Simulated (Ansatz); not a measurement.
The first iterations of a band of a periodic cell of 19 atoms, Sc$_{18}$Ag (surface Sc(0001), adsorbate Ag).

The calculation used DFT PBE, scalar-relativistic, plane waves, PAW (Ansatz 0.2.0). Settings: cutoff 420 eV, k mesh 3x2x1, gaussian smearing 0.15 eV, no spin polarisation.

```yaml
movable_images: 5
climbing_image: yes
spring: 2.0 eV/Å²
optimiser: lbfgs
start_path: IDPP
force_threshold: 0.05 eV/Å
iteration_limit: 15
end_points: relaxed
atoms_held: 1 to 6
```

Initial state:

```xyz
19
Lattice="6.6200 0.0000 0.0000 4.9650 8.5996 0.0000 0.0000 0.0000 18.2761" Properties=species:S:1:pos:R:3
Sc 0.000 0.000 1.000
Sc 3.310 0.000 1.000
Sc 1.655 2.867 1.000
Sc 4.965 2.867 1.000
Sc 3.310 5.733 1.000
Sc 6.620 5.733 1.000
Sc 0.003 1.902 3.543
Sc 3.307 1.922 3.514
Sc 1.653 4.767 3.501
Sc 4.967 4.769 3.504
Sc 3.327 7.652 3.508
Sc 6.603 7.648 3.509
Sc 0.001 -0.020 6.102
Sc 3.308 -0.009 6.004
Sc 1.655 2.885 6.061
Sc 4.964 2.864 6.044
Sc 3.292 5.744 6.008
Sc 6.638 5.740 6.013
Ag 8.278 6.706 8.153
```

Final state:

```xyz
19
Lattice="6.6200 0.0000 0.0000 4.9650 8.5996 0.0000 0.0000 0.0000 18.2761" Properties=species:S:1:pos:R:3
Sc 0.000 0.000 1.000
Sc 3.310 0.000 1.000
Sc 1.655 2.867 1.000
Sc 4.965 2.867 1.000
Sc 3.310 5.733 1.000
Sc 6.620 5.733 1.000
Sc -0.003 1.922 3.514
Sc 3.313 1.902 3.543
Sc 1.657 4.769 3.504
Sc 4.963 4.767 3.501
Sc 3.293 7.648 3.509
Sc 6.637 7.652 3.508
Sc -0.002 -0.009 6.004
Sc 3.311 -0.020 6.102
Sc 1.654 2.864 6.044
Sc 4.965 2.885 6.061
Sc 3.328 5.740 6.013
Sc 6.602 5.744 6.008
Ag 11.588 6.706 8.153
```

| iteration | highest image above the first end (eV) | largest band force component (eV/Å) |
| --- | --- | --- |
| 1 | 0.498 | 0.595 |
| 2 | 0.487 | 0.574 |
| 3 | 0.305 | 0.462 |
| 4 | 0.299 | 0.462 |

Task: Does the band converge within its limit, and where does its top end?

Result: The forces met the threshold. It ended after 13 iterations with the highest image 0.071 eV above the first end. The profile has 2 maxima (images 2, 4) with wells between them (image 3): this band takes more than one step, which may be the mechanism or a detour left from its start path. The order of the point at the top wasn't checked. Limits of this set-up: coarse k mesh, thin slab, slab without dipole correction, a typed lattice constant that wasn't relaxed here.

Time of the run: 27 min on 4 threads of Intel(R) Xeon(R) Platinum 8259CL CPU @ 2.50GHz (Skylake/Cascade Lake), with other jobs on the host, peak memory 5.2 GiB.
